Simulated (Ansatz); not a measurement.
`[GaH2][GeH3]` + `O[SiH](O)F` → `O[SiH](F)[O][GeH3]` + `[GaH3]`  (cleavage of the Ge–Ga bond)

Isolated molecules relaxed with PBE0-D4/def2-TZVP in Ansatz; ΔE leaves out vibrations. CBS: MP2 limit from def2 TZ/QZ plus the TZ coupled-cluster correction, frozen cores. This one scheme is used for every species. Functionals use def2-TZVPP. HSE06 is defined as in plane-wave codes. For Ga, Ge outer-core shells are correlated without core-valence functions, which leaves a few kJ/mol of doubt a bond. Scalar relativity is left out up to krypton. One conformer a species, not always the lowest.

```csv
level,ΔE (kJ/mol),difference from CCSD(T)/CBS
PBE0-D4,10.7,8.4
HSE06-D4,11.1,8.8
BHLYP-D4,-7.4,-9.7
ωB97X-V,-6.0,-8.3
B2PLYP,-1.9,-4.2
BLYP,7.3,5.0
PBE0,13.2,10.9
MP2/def2-SVP,-15.5,-17.8
CCSD/def2-SVP,-13.3,-15.6
HF/def2-QZVPP,-24.9,-27.2
CCSD(T)/CBS,2.3,0
```

Largest T1 diagnostic among the species: 0.013.

From BLYP to BHLYP (50 % exact exchange), in def2-TZVPP and without D4, ΔE moves by −12.2 kJ/mol. In def2-TZVPP, CCSD(T) changes the Hartree–Fock value by +19.4 kJ/mol (the triples alone add +1.1 kJ/mol) and MP2 by +17.3 kJ/mol.
